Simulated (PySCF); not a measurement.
A calculated (B2PLYP, PySCF 2.14, x2c-TZVPPall, scalar relativity by spin-free X2C-1e) atom or ion has these occupied shells.

```
shell  electrons  orbital energy (eV)  rms radius, mean of both spins (bohr)
 1s β          1             -30461.9                                 0.0325
 1s α          1             -30461.9                                 0.0325
 2s β          1              -4688.0                                  0.133
 2s α          1              -4688.0                                  0.133
 2p α          3              -4208.4                                  0.118
 2p β          3              -4208.3                                  0.118
 3s β          1              -942.15                                  0.352
 3s α          1              -942.08                                  0.352
 3p α          3              -783.41                                  0.353
 3p β          3              -783.39                                  0.353
 3d α          5              -539.91                                  0.332
 3d β          5              -539.91                                  0.332
 4s β          1              -164.97                                  0.842
 4s α          1              -164.82                                  0.842
 4p α          3              -114.98                                  0.911
 4p β          3              -114.94                                  0.911
 4d β          5              -40.695                                   1.11
 4d α          5              -40.675                                   1.11
 5s β          1              -15.552                                   2.35
 5p β          1               -6.812                                   3.04
 5p α          3               -6.779                                   3.04
```

Q: Name the element and its charge.

A: Sb (antimony, neutral), in [Kr] 4d10 5s1 5p4, 5s spin antiparallel (an excited configuration).
